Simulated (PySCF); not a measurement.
# Computed records: AlB2H4

Computed with PySCF 2.14.0. Calculation on a computer-drawn molecule: the log of a Hartree-Fock and frozen-core CCSD(T) single point meant for a local Hartree-Fock minimum, with one planted fault or none, to be diagnosed. Offsets are logged minus clean, where the clean run is the same molecule without the fault. The reference is restricted for singlets and unrestricted otherwise, and also for a bond in bohr or an excited solution. Adding or removing an electron swaps singlet and doublet. The excited solution moves the top pair (singlet) or top alpha electron (doublet) to the lowest empty orbital. Highest occupied and lowest empty are orbital energies over both spins, largest force is the largest gradient component, triples share is (T) over the correlation energy, the T1 limit is 0.02 restricted and 0.045 unrestricted, electrons count all cores, a negative frequency is imaginary (commonest isotopes), and the dipole is about the centre of nuclear charge.

AlB2H4

Logged structure:
```xyz
7
AlB2H4
B      1.0503     0.9594    -2.2510
Al     0.0486    -0.3281    -0.8192
B     -0.9529    -1.6154     0.6130
H      0.7656     2.1157    -2.2832
H      1.8664     0.4860    -2.9783
H     -0.4332    -1.8199     1.6652
H     -2.0041    -2.0936     0.3206
```

```
meant charge                         : 1
meant multiplicity                   : 1
meant basis                          : cc-pV(D+d)Z
logged electrons                     : 27
logged basis functions               : 71
logged SCF converged                 : yes
logged spin squared                  : 0.7656
logged highest occupied              : -6.1706 eV
logged lowest empty                  : -0.18661 eV
logged largest force                 : 0.02264 hartree/bohr
logged T1 diagnostic                 : 0.056012
logged D1 diagnostic                 : 0.27511
logged triples share                 : 0.030453
logged CC converged                  : yes
logged dipole magnitude              : 2.7538 debye
logged SCF stable within its kind    : yes
logged energy HF                     : -293.49277 hartree
logged energy CCSD(T)                : -293.7647 hartree
possible faults                      : no fault, one electron removed, one electron added, multiplicity raised by two, geometry at a saddle point, SCF held on an excited solution, minimal basis STO-3G, one bond length entered in bohr, all coordinates scaled
planted fault                        : one electron added
HF energy offset from clean run      : -129.8 kcal/mol
CCSD(T) energy offset from clean run : -145.3 kcal/mol
```

Drawn bonds:
```csv
atom,other atom,order
1,2,1
2,3,1
1,4,1
1,5,1
3,6,1
3,7,1
```

Notes: T1 above single-reference limit.
